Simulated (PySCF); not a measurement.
Record of a relaxation.

Species: C₂H₉BClP.
Bonds: P1–B2, B2–C3, C3–C4, C4–Cl5. Hydrogens: H6, H7, H8 on P1; H9, H10 on B2; H11, H12 on C3; H13, H14 on C4.

Computed by this run: PBE0-D3(BJ)/def2-SVP geometry optimisation, gas phase in PySCF; density fitting, grid level 1; the optimiser is geomeTRIC in internal coordinates, started from a GFN2-xTB structure with every atom displaced at random (about 0.01 Å). The frame can shift and turn from step to step; on so coarse a grid that alone can change the energy by a few meV, and forces under 0.02 eV/Å are noise.

Step 0: E = -24688.1095 eV, largest atomic force 2.281 eV/Å
```
atom  x, y, z in Å  |  force x, y, z in eV/Å
P1      1.647    0.358    0.491   -0.129   1.514  -1.041
B2      0.386    0.388   -1.016   -1.018  -0.828   0.758
C3     -0.902   -0.590   -0.731    1.747   0.310   0.962
C4     -1.616   -0.259    0.540   -2.228  -0.238  -0.430
Cl5    -0.572   -0.461    1.939   -0.091  -0.362   1.169
H6      1.565    1.203    1.598   -0.214   0.254   0.302
H7      2.874    0.848    0.046    0.633   0.225  -0.403
H8      2.125   -0.758    1.078    0.413  -1.542   0.633
H9      1.078    0.003   -1.887    0.718  -0.300  -0.794
H10     0.101    1.544   -1.124   -0.033   0.697   0.042
H11    -0.581   -1.638   -0.668   -0.006  -0.219  -0.143
H12    -1.585   -0.511   -1.543   -0.907   0.135  -1.073
H13    -2.523   -0.920    0.706    0.853   0.477   0.029
H14    -2.003    0.777    0.563    0.262  -0.122  -0.012
```

Step 1: E = -24688.4715 eV, largest atomic force 0.321 eV/Å
```
atom  x, y, z in Å  |  force x, y, z in eV/Å
P1      1.751    0.439    0.410   -0.063  -0.260   0.131
B2      0.377    0.370   -0.991    0.075   0.068  -0.074
C3     -0.882   -0.590   -0.673    0.071  -0.048   0.226
C4     -1.695   -0.304    0.569    0.004  -0.017   0.080
Cl5    -0.744   -0.531    2.113   -0.066   0.043  -0.311
H6      1.590    1.269    1.541   -0.028  -0.016   0.067
H7      2.978    0.948   -0.075    0.032   0.038  -0.089
H8      2.220   -0.760    1.024   -0.083   0.192  -0.099
H9      1.082   -0.027   -1.916   -0.097   0.065   0.009
H10     0.107    1.565   -1.095    0.058  -0.011  -0.025
H11    -0.570   -1.647   -0.639   -0.043  -0.080  -0.098
H12    -1.585   -0.496   -1.529    0.167  -0.042   0.126
H13    -2.552   -0.981    0.681   -0.035  -0.005   0.030
H14    -2.057    0.731    0.600    0.007   0.074   0.029
```

Step 2: E = -24688.4824 eV, largest atomic force 0.113 eV/Å
```
atom  x, y, z in Å  |  force x, y, z in eV/Å
P1      1.732    0.426    0.416    0.036   0.005   0.045
B2      0.374    0.371   -0.993    0.049   0.026  -0.022
C3     -0.873   -0.601   -0.669    0.008  -0.027   0.079
C4     -1.685   -0.294    0.566    0.020   0.019   0.052
Cl5    -0.701   -0.496    2.080   -0.104  -0.044   0.002
H6      1.556    1.230    1.566    0.016  -0.011  -0.023
H7      2.953    0.959   -0.069    0.008   0.011  -0.024
H8      2.206   -0.771    1.006   -0.006   0.024  -0.035
H9      1.073   -0.011   -1.926   -0.038   0.025  -0.009
H10     0.102    1.564   -1.089    0.013  -0.003  -0.010
H11    -0.563   -1.661   -0.639   -0.037   0.000  -0.013
H12    -1.570   -0.513   -1.523    0.032  -0.023  -0.027
H13    -2.546   -0.964    0.704    0.000   0.007   0.005
H14    -2.038    0.747    0.587    0.003  -0.009  -0.022
```

Step 3: E = -24688.4847 eV, largest atomic force 0.154 eV/Å
```
atom  x, y, z in Å  |  force x, y, z in eV/Å
P1      1.757    0.430    0.410   -0.006   0.128  -0.085
B2      0.379    0.372   -0.976   -0.073  -0.044   0.065
C3     -0.865   -0.609   -0.647    0.013   0.034   0.001
C4     -1.711   -0.295    0.564    0.028   0.007   0.038
Cl5    -0.782   -0.515    2.102    0.091   0.011   0.072
H6      1.602    1.221    1.571   -0.011  -0.020  -0.006
H7      2.961    0.978   -0.108   -0.039  -0.015   0.057
H8      2.254   -0.764    0.974    0.036  -0.106   0.041
H9      1.062   -0.001   -1.921    0.013  -0.013  -0.027
H10     0.105    1.564   -1.071   -0.009   0.006   0.010
H11    -0.564   -1.671   -0.620   -0.005   0.045   0.048
H12    -1.542   -0.521   -1.513   -0.052  -0.016  -0.125
H13    -2.583   -0.955    0.679    0.004   0.022  -0.053
H14    -2.053    0.751    0.576    0.010  -0.040  -0.034
```

Step 4: E = -24688.4879 eV, largest atomic force 0.037 eV/Å
```
atom  x, y, z in Å  |  force x, y, z in eV/Å
P1      1.750    0.427    0.409    0.000   0.030  -0.021
B2      0.375    0.372   -0.981   -0.005  -0.009   0.015
C3     -0.867   -0.607   -0.652   -0.001   0.009   0.000
C4     -1.700   -0.292    0.566    0.002   0.006   0.011
Cl5    -0.756   -0.503    2.101    0.011  -0.001  -0.009
H6      1.585    1.213    1.572   -0.004  -0.008   0.003
H7      2.957    0.978   -0.092   -0.003  -0.001   0.013
H8      2.243   -0.773    0.973    0.005  -0.021   0.001
H9      1.060    0.000   -1.926   -0.003   0.001  -0.013
H10     0.098    1.564   -1.073    0.000   0.003   0.006
H11    -0.563   -1.668   -0.619    0.007   0.002   0.018
H12    -1.548   -0.525   -1.519   -0.006  -0.015  -0.019
H13    -2.570   -0.953    0.686   -0.006   0.005  -0.006
H14    -2.044    0.752    0.574    0.002   0.000   0.001
```

Step 5: E = -24688.4884 eV, largest atomic force under 0.02 eV/Å
```
atom  x, y, z in Å  |  force x, y, z in eV/Å
P1      1.750    0.426    0.406    0.000   0.007  -0.006
B2      0.373    0.372   -0.982    0.004   0.000   0.002
C3     -0.867   -0.608   -0.651   -0.008   0.006  -0.013
C4     -1.699   -0.289    0.567   -0.004   0.003   0.000
Cl5    -0.752   -0.497    2.100   -0.004  -0.006  -0.003
H6      1.582    1.202    1.575    0.000  -0.003   0.002
H7      2.956    0.983   -0.089    0.003   0.000   0.002
H8      2.245   -0.778    0.962    0.000  -0.003  -0.005
H9      1.056    0.004   -1.930   -0.004   0.001  -0.005
H10     0.094    1.564   -1.071    0.000   0.001   0.005
H11    -0.560   -1.668   -0.612    0.008   0.000   0.014
H12    -1.548   -0.532   -1.519    0.004  -0.011   0.002
H13    -2.569   -0.949    0.689   -0.003   0.002   0.000
H14    -2.042    0.755    0.571    0.003   0.003   0.006
```

Step 6: E = -24688.4887 eV, largest atomic force 0.022 eV/Å
```
atom  x, y, z in Å  |  force x, y, z in eV/Å
P1      1.752    0.424    0.401    0.001  -0.012   0.006
B2      0.370    0.374   -0.981    0.006   0.010  -0.008
C3     -0.866   -0.610   -0.647   -0.011   0.001  -0.018
C4     -1.699   -0.285    0.569   -0.009  -0.001  -0.010
Cl5    -0.753   -0.491    2.102   -0.007  -0.005   0.003
H6      1.584    1.186    1.579    0.003   0.001   0.000
H7      2.956    0.990   -0.090    0.004   0.000  -0.005
H8      2.251   -0.786    0.942   -0.003   0.009  -0.006
H9      1.049    0.012   -1.936   -0.003   0.000   0.002
H10     0.087    1.566   -1.066    0.000  -0.001   0.004
H11    -0.555   -1.668   -0.599    0.008   0.000   0.008
H12    -1.545   -0.544   -1.518    0.006  -0.006   0.014
H13    -2.571   -0.942    0.691   -0.001   0.001   0.003
H14    -2.040    0.760    0.569    0.005   0.003   0.008
```

**Question.** Summarise the path.

**Answer.** The energy falls by 36.59 kJ/mol from step 0 to step 6; nine tenths of that is first reached at step 1. It falls at every step. The largest force goes from 2.281 to 0.022 eV/Å. Among the bonds P1–H8 changes most, from 1.349 to 1.416 Å; the atoms move by 0.114 Å rms after alignment.

The cost below is that of the whole optimisation. The run took 47 s wall on one thread of an Arm Neoverse V2, no GPU, shared host, and the process peaked at 0.49 GiB of memory.
